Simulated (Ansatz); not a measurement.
Computed with Ansatz on PBE0-D4/def2-TZVP structures; ΔE is electronic, products minus reactants. CCSD(T)/CBS is the MP2 limit (def2-TZVPP, def2-QZVPP) plus CCSD(T) − MP2 in def2-TZVPP, frozen cores. Functionals use def2-TZVPP. B3LYP here is the variant with VWN-RPA as its local correlation; programs differ in this. Each species was taken in one conformer, which may not be the lowest.

Reaction (formal exchange of groups at the Si–C bond): `C[SiH2]/C=C/[SiH3]` + `B1N[SiH2]1` → `C[SiH2]B1N[SiH2]1` + `C=C[SiH3]`

```tsv
level	ΔE (kcal/mol)
B3LYP-D4	1.0
MP2/def2-TZVPP	1.9
```

Q: What does CCSD(T)/CBS give? (Best estimate.)

A: The calculation gave: +1.1 kcal/mol. The listed levels differ from it by -0.1, 0.8 kcal/mol.

Largest T1 diagnostic among the species: 0.014.
